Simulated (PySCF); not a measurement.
H3Si2, SMILES [SiH3][Si] (connectivity only; charge and spin as stated), neutral, multiplicity 2.

The structure is a stationary point at B3LYP-D3(BJ)/def2-TZVP. The isomer is the one that the SMILES or the coordinates give; other isomers of the formula were not compared.

Calculation: ωB97X/def2-TZVPD in PySCF.

Gas-phase values at a fixed geometry.

Computed frontier levels, dipole moment and polarisability:
```yaml
"α spin, highest occupied and lowest empty level": -7.84 and -1.28 eV
"β spin, highest occupied and lowest empty level": -8.93 and -1.14 eV
dipole_moment: 0.28 D
quadrupole, principal values (traceless, Buckingham form, about the centre of nuclear charge): -3.74, -1.25, 4.98 D·Å
mean_static_polarisability: 68.5 bohr³ (10.15 Å³)
polarisability_principal_values: 55.3, 61.0, 89.3 bohr³
"⟨S²⟩": 0.755 (pure state 0.75)
```
